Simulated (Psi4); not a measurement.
Relaxed torsion scan: C5H5NSSi, SMILES N#Cc1ccc([SiH3])s1. Scanned: dihedral S8–C6–Si7–H11; all other coordinates were relaxed at GFN2-xTB. Heavy atoms are numbered in the order of the SMILES N#Cc1ccc([SiH3])s1, hydrogens after them in the order of the atoms that carry them; the mirror image has the same energies with the sign of each dihedral reversed.

- PBE/def2-SVP // GFN2-xTB (Psi4)
- PBE-D3(BJ)/def2-SVP // GFN2-xTB (Psi4)
- PBE0/def2-SVP // GFN2-xTB (Psi4)
- MP2/cc-pVTZ = DF-MP2 (frozen core)/cc-pVTZ // GFN2-xTB (Psi4)

Energies relative to the lowest point of each profile, in kcal/mol; the last columns give the difference from MP2:

| φ / ° | PBE/def2-SVP | PBE-D3(BJ)/def2-SVP | PBE0/def2-SVP | MP2/cc-pVTZ | PBE/def2-SVP − MP2/cc-pVTZ | PBE-D3(BJ)/def2-SVP − MP2/cc-pVTZ | PBE0/def2-SVP − MP2/cc-pVTZ |
|---|---|---|---|---|---|---|---|
| 0 | 0.11 | 0.12 | 0.14 | 0.11 | 0.01 | 0.01 | 0.03 |
| 10 | 0.10 | 0.11 | 0.12 | 0.10 | 0.01 | 0.01 | 0.03 |
| 20 | 0.07 | 0.08 | 0.09 | 0.07 | 0.00 | 0.01 | 0.02 |
| 30 | 0.04 | 0.04 | 0.05 | 0.04 | 0.00 | 0.00 | 0.01 |
| 40 | 0.02 | 0.02 | 0.02 | 0.02 | 0.00 | 0.00 | 0.01 |
| 50 | 0.00 | 0.00 | 0.00 | 0.00 | 0.00 | 0.00 | 0.00 |
| 60 | 0.00 | 0.00 | 0.00 | 0.00 | 0.00 | 0.00 | 0.00 |
| 70 | 0.00 | 0.00 | 0.01 | 0.00 | 0.00 | 0.00 | 0.00 |
| 80 | 0.01 | 0.01 | 0.02 | 0.01 | 0.00 | 0.00 | 0.01 |
| 90 | 0.04 | 0.04 | 0.06 | 0.04 | 0.00 | 0.00 | 0.01 |
| 100 | 0.07 | 0.08 | 0.09 | 0.07 | 0.00 | 0.01 | 0.02 |
| 110 | 0.10 | 0.11 | 0.12 | 0.10 | 0.01 | 0.01 | 0.03 |

PBE/def2-SVP is furthest from MP2/cc-pVTZ at 10 (0.01 kcal/mol, above); its mean absolute difference over the points is 0.00 kcal/mol.

PBE-D3(BJ)/def2-SVP is furthest from MP2/cc-pVTZ at 110 (0.01 kcal/mol, above); its mean absolute difference over the points is 0.00 kcal/mol.

PBE0/def2-SVP is furthest from MP2/cc-pVTZ at 0 (0.03 kcal/mol, above); its mean absolute difference over the points is 0.01 kcal/mol.
